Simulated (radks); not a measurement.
Isoelectronic series with 14 electrons, all held in the configuration [Ne] 3s2 3p2, which need not be the ground one along the series. Method: Dirac Kohn-Sham, LDA (Slater exchange, Perdew-Wang correlation), spin-unpolarised, spherical densities, finite nucleus; open shells fill j = l - 1/2 first; Fermi nuclear charge, rms radius of each element as measured or else 0.836 A^(1/3) + 0.57 fm; computed with a radial shooting solver on a logarithmic mesh with Libxc functionals. Total energies (hartree) and orbital eigenvalues (eV) (* marks an orbital that is empty in some or all of the ions):

| ion | E (hartree) | 3p3/2* | 3p1/2 | 3s1/2 | 2p3/2 |
|---|---|---|---|---|---|
| Si | -288.82337 | -4.1392 | -4.1718 | -10.8625 | -95.3502 |
| P+ | -340.43151 | -14.2598 | -14.3275 | -23.2992 | -134.7982 |
| S2+ | -396.58059 | -28.0086 | -28.1271 | -39.3689 | -181.7864 |
| Cl3+ | -457.26485 | -45.1205 | -45.3089 | -58.8097 | -235.9859 |
| Ar4+ | -522.48575 | -65.4757 | -65.7568 | -81.5095 | -297.2479 |
| K5+ | -592.24851 | -89.0080 | -89.4091 | -107.4100 | -365.4909 |
| Ca6+ | -666.56064 | -115.6773 | -116.2299 | -136.4780 | -440.6657 |
| Sc7+ | -745.43141 | -145.4576 | -146.1983 | -168.6946 | -522.7407 |
| Ti8+ | -828.87147 | -178.3317 | -179.3021 | -204.0494 | -611.6947 |
| V9+ | -916.89265 | -214.2877 | -215.5353 | -242.5375 | -707.5137 |
| Cr10+ | -1009.50769 | -253.3175 | -254.8957 | -284.1579 | -810.1878 |
| Mn11+ | -1106.73037 | -295.4154 | -297.3841 | -328.9125 | -919.7107 |
| Fe12+ | -1208.57549 | -340.5779 | -343.0036 | -376.8052 | -1036.078 |
| Co13+ | -1315.05854 | -388.8027 | -391.7593 | -427.8418 | -1159.288 |
| Ni14+ | -1426.19622 | -440.0886 | -443.6575 | -482.0295 | -1289.339 |
| Cu15+ | -1542.00532 | -494.4354 | -498.7060 | -539.3767 | -1426.232 |
| Zn16+ | -1662.50462 | -551.8433 | -556.9135 | -599.8929 | -1569.967 |
| Ga17+ | -1787.71291 | -612.3134 | -618.2901 | -663.5887 | -1720.546 |
| Ge18+ | -1917.65021 | -675.8471 | -682.8464 | -730.4755 | -1877.973 |
| As19+ | -2052.33781 | -742.4463 | -750.5942 | -800.5657 | -2042.249 |
| Se20+ | -2191.79706 | -812.1134 | -821.5460 | -873.8723 | -2213.379 |
| Br21+ | -2336.05103 | -884.8508 | -895.7151 | -950.4096 | -2391.367 |
